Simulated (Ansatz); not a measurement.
Process, species as SMILES: O=S(F)F → O=S(F)F as doublet, charge -1 (an electron is taken up)

Wanted: adiabatic electron affinity (0 K, with zero-point energies), in eV. Positive where the reaction releases energy. Terms: 6-31G* and kin with 6d, 5d where marked; no spin-orbit coupling; non-relativistic; UHF or UKS for open shells; no dispersion term unless named; LANL2DZ with its own core potentials from Na on; 6-311+G** with 5d, 6d on Na to Ar in Ansatz (an electronic-structure program). Ab initio and DFT rows: single points at B3LYP-D3(BJ) geometries (Ansatz), with unscaled harmonic terms from B3LYP/6-31G* at its own minima. Anions need diffuse functions, which STO-3G, LANL2DZ, def2-SVP, cc-pVDZ and Pople sets without + lack. The spin state of an ion or metal species was assumed, not searched.

```tsv
level	program	adiabatic electron affinity (0 K, with zero-point energies) (eV)
B3LYP/STO-3G	Ansatz	-3.63
B3LYP/3-21G	Ansatz	1.42
B3LYP/LANL2DZ	Ansatz	4.18
B3LYP/6-31G	Ansatz	3.34
B3LYP/6-31G*	Ansatz	0.68
B3LYP/6-31+G*	Ansatz	2.07
B3LYP/def2-SVP	Ansatz	0.97
B3LYP/cc-pVDZ	Ansatz	1.16
B3LYP/6-311+G**	Ansatz	2.29
B3LYP/def2-TZVPD	Ansatz	1.49
```

No value to compare with is used here. The 9 habitual levels span -3.63 (B3LYP/STO-3G) to 4.18 eV (B3LYP/LANL2DZ); B3LYP/def2-TZVPD gives 1.49.

The sets are all those run for this method; runs whose electronic state is in doubt are left out.
